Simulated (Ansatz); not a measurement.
`[BH2][GeH2][Br]` + `OB1CO1` → `BOB1CO1` + `[GeH3][Br]` at 400 K and 1 bar (cleavage of the B–Ge bond).

Isolated molecules relaxed with PBE0-D4/def2-TZVP in Ansatz; ΔE leaves out vibrations. CCSD(T)/CBS is the MP2 limit (def2-TZVPP, def2-QZVPP) plus CCSD(T) − MP2 in def2-TZVPP, frozen cores. For Br, Ge outer-core shells are correlated without core-valence functions, which leaves a few kJ/mol of doubt a bond. Scalar relativity is left out up to krypton. One conformer a species, not always the lowest.

| species | CCSD(T)/CBS energy (Eh) | H − E (kJ/mol) | S (J/(mol·K)) |
| --- | --- | --- | --- |
| `[BH2][GeH2][Br]` | -4676.63012 | 122.1 | 357.6 |
| `OB1CO1` | -215.03899 | 149.6 | 292.7 |
| `BOB1CO1` | -240.45540 | 185.8 | 349.6 |
| `[GeH3][Br]` | -4651.26096 | 81.9 | 293.4 |

H − E and S are ideal-gas, rigid-rotor, harmonic terms from PBE0-D4/def2-TZVP, for one conformer and one mirror image of each species. 1 Eh = 2625.50 kJ/mol, R = 8.31446 J/(mol·K).

**Question.** By hand: ΔE, ΔH, ΔS and ΔG.

**Answer.** ΔE = (-240.45540) + (-4651.26096) − (-4676.63012) − (-215.03899) = -0.04725 Eh = -124.1 kJ/mol. Δ(H − E) = 185.8 + 81.9 − 122.1 − 149.6 = -4.0, so ΔH = -128.1 kJ/mol. ΔS = 349.6 + 293.4 − 357.6 − 292.7 = -7.3 J/(mol·K). ΔG = -128.1 − 400 × (-7.3)/1000 = -125.2 kJ/mol.

**Question.** By hand: the equilibrium constant, and the temperature at which ΔG would vanish if ΔH and ΔS stayed fixed.

**Answer.** log₁₀ K = −ΔG/(RT ln 10) = 16.3. ΔG = 0 at ΔH/ΔS = 17548 K, far beyond where these terms or the molecules hold.

The number of gas molecules stays the same, so ΔS is small and ΔH decides. A doubt of 5 kJ/mol in ΔE shifts log₁₀ K by 0.7 here. Other conformers and mirror images would add mixing entropy, several J/(mol·K) or more a flexible species. Modes under 60 cm⁻¹, often nearly free rotors, make the harmonic entropy too high. These are equilibria of isolated gas molecules and say nothing of rates. Largest T1 diagnostic: 0.015 (customary marks: 0.02 for closed shells, 0.045 for open ones).
